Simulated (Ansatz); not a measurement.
Reaction (SMILES): [F][Ge]([F])[F] → [F][Ge]([F])[F] as singlet, charge -1 (an electron is taken up)
Geometries: B3LYP-D3(BJ)/def2-TZVP minima from Ansatz (a first-principles code).

Quantity: adiabatic electron affinity (electronic energy difference), positive where the reaction releases energy, in eV. Correlated levels leave the core frozen unless marked. Open shells are spin-unrestricted. Spin-orbit coupling is left out. Frozen are the shells of the preceding noble gas and the d and f shells that filled before the atom's block. Non-relativistic. FCI takes restricted orbitals. Anions need diffuse functions: aug- sets have them; def2-D sets add few; the other sets have none. Basis-set limits of correlation are two-point, X^-3; Hartree-Fock from the larger set. [CCSD(T)-MP2]/basis is that difference in the basis named.

| level | program | adiabatic electron affinity (eV) |
|---|---|---|
| HF/cc-pVTZ | Ansatz | 2.28 |
| HF/aug-cc-pVQZ | Ansatz | 2.40 |

Estimate the value at RI-MP2/CBS(aug-cc-pVTZ,aug-cc-pVQZ)+[CCSD(T)-MP2]/aug-cc-pVDZ as computed with Ansatz.

3.53 eV, so HF/aug-cc-pVQZ differs from it by -1.13 eV.
